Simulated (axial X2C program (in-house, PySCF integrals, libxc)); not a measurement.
Worked dissociation energy of MgCd: MP2, with spin–orbit coupling

Calculated with an axial X2C code built on PySCF integrals. Two-component (2c) means X2C with spin–orbit coupling and atomic mean-field two-electron Coulomb and Gaunt terms. Basis: Cd dyall-cv3z [12s12p8d5f3g], Mg dyall-cv3z [9s8p6d3f] (cores contracted in-house); Gaussian nuclei, density fitting, unrestricted open shells. Masses: Cd 113.903 u, Mg 23.985 u.

Molecular state: Ω = 0 (closed shell).

Correlated methods: 14 electrons correlated (number of frozen shells: Cd 4 s, 3 p, 1 d; Mg 2 s, 1 p), 320 virtual spin orbitals or spinors in MP2.

| Quantity | Value |
| --- | --- |
| E(Cd) (2M_J = 0) | -5589.517879 hartree |
| E(Mg) (2M_J = 0) | -199.924867 hartree |
| E(MgCd) at Re | -5789.444556 hartree |
| ωe | 38.5 cm⁻¹ |
| ωexe | 0.945 cm⁻¹ |

**Question.** Work out De and D0.

**Answer.** De = -5589.517879 + (-199.924867) − (-5789.444556) = 0.00181 hartree = 0.049 eV. The zero-point energy is ωe/2 − ωexe/4 = 19 cm⁻¹ = 0.002 eV, so D0 = 0.047 eV.

The state is one determinant whose occupation by symmetry is held fixed; it was picked as the lowest of a PBE0 search that is not exhaustive. De is counted from the lowest determinant-based energies of the atoms at the same level, without counterpoise correction.

The levels of this run spread widely (ωe from 39 to 63 cm⁻¹), so these constants depend on the method.

Each atomic determinant is the lowest at this level and need not be a pure J level. Totals compare only within one Hamiltonian and basis.
